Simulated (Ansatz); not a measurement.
C2H5ClF2Si can be A, `CC[Si](F)(F)Cl`, or B, `FC[SiH](F)CCl`.

Computed with Ansatz on PBE0-D4/def2-TZVP structures; ΔE is electronic, products minus reactants. CBS: MP2 limit from def2 TZ/QZ plus the TZ coupled-cluster correction, frozen cores. Functionals use def2-TZVPP. One conformer a species, not always the lowest.

(1) Which is lower in electronic energy at CCSD(T)/CBS, and by how much? (An estimate is asked.)

(2) Give E(B) − E(A) in kcal/mol with CCSD(T)/def2-TZVPP, HF/def2-TZVPP, BLYP-D4, LDA (SPW92), MP2/def2-TZVPP, B2PLYP, CCSD(T)/def2-SVP. (Best estimate.)

(3) Does the order hold for the free energy at 298.15 K (harmonic terms from PBE0-D4)? (Best estimate.)

Largest T1 diagnostic: 0.011.

Answers

(1) Ansatz gave: A, by 96.7 kcal/mol.

(2) The calculation gave: CCSD(T)/def2-TZVPP 96.0, HF/def2-TZVPP 97.3, BLYP-D4 90.6, LDA (SPW92) 92.7, MP2/def2-TZVPP 99.6, B2PLYP 95.5, CCSD(T)/def2-SVP 92.6. None reverses the order clearly.

(3) The calculation gave: Yes: G(B) − G(A) = +93.9 kcal/mol, for one conformer each. Modes under 60 cm⁻¹, often nearly free rotors, make the harmonic entropy too high.

From PBE to PBE0 (25 % exact exchange), in def2-TZVPP and without D4, E(B) − E(A) moves by +3.2 kcal/mol. At CCSD(T), def2-SVP lies −4.1 kcal/mol from the extrapolated value and def2-TZVPP −0.7 kcal/mol.
